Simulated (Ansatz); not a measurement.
The cluster Pd3H5, relaxed as a doublet with UKS PBE-D4/def2-SVP in Ansatz, starting from the GFN1-xTB geometry. Force threshold 0.02 eV/Å.

In the def2 sets Pd takes a core potential; there is no spin–orbit coupling. In the doublet, H6 and H8 lie 0.89 Å apart (atoms count from 1), so H2 has formed as a molecule. The structure comes from a short search, and lower isomers may exist.

Start:

```xyz
8

Pd    0.316    0.147   -1.937
Pd    0.174    0.385    0.605
Pd   -1.425   -1.220   -0.610
H     1.081    0.918   -0.567
H    -0.873   -0.741    0.959
H     1.060    1.427    1.206
H    -0.243   -1.379   -1.730
H    -0.092    0.463    2.074
```

```json
{"step": "1", "energy (eV)": "-10521.7973", "largest force component (eV/Å)": "1.496", "SCF passes": "22"}
{"step": "2", "energy (eV)": "-10522.3305", "largest force component (eV/Å)": "0.406", "SCF passes": "37"}
{"step": "3", "energy (eV)": "-10522.4785", "largest force component (eV/Å)": "0.326", "SCF passes": "30"}
{"step": "4", "energy (eV)": "-10522.6775", "largest force component (eV/Å)": "0.535", "SCF passes": "31"}
{"step": "5", "energy (eV)": "-10522.7662", "largest force component (eV/Å)": "0.597", "SCF passes": "28"}
{"step": "6", "energy (eV)": "-10522.7889", "largest force component (eV/Å)": "0.109", "SCF passes": "29"}
{"step": "7", "energy (eV)": "-10522.7909", "largest force component (eV/Å)": "0.048", "SCF passes": "24"}
{"step": "8", "energy (eV)": "-10522.7924", "largest force component (eV/Å)": "0.064", "SCF passes": "27"}
{"step": "9", "energy (eV)": "-10522.7933", "largest force component (eV/Å)": "0.022", "SCF passes": "24"}
{"step": "10", "energy (eV)": "-10522.7934", "largest force component (eV/Å)": "0.002", "SCF passes": "25"}
```

Force components are those of the run's own axes.

End:

```xyz
8

Pd    0.2263    0.1993   -2.1416
Pd    0.0029    0.4895    0.5220
Pd   -1.5750   -1.2812   -0.7453
H     1.1053    0.7208   -0.8055
H    -0.9341   -0.9554    0.7754
H     0.9211    1.3127    1.7170
H    -0.0763   -1.3172   -1.4949
H     0.3298    0.8315    2.1728
```

By distances, no bond broke or formed. The bond that changes most is Pd2–H6, from 1.49 to 1.72 Å (atoms count from 1). A close non-bonded pair moves further: H6–H8, from 1.73 to 0.89 Å.

No frequencies were taken in this run, so the end may be a saddle point.

It took 35 s on 2 threads of Arm Neoverse V2 on a shared host.
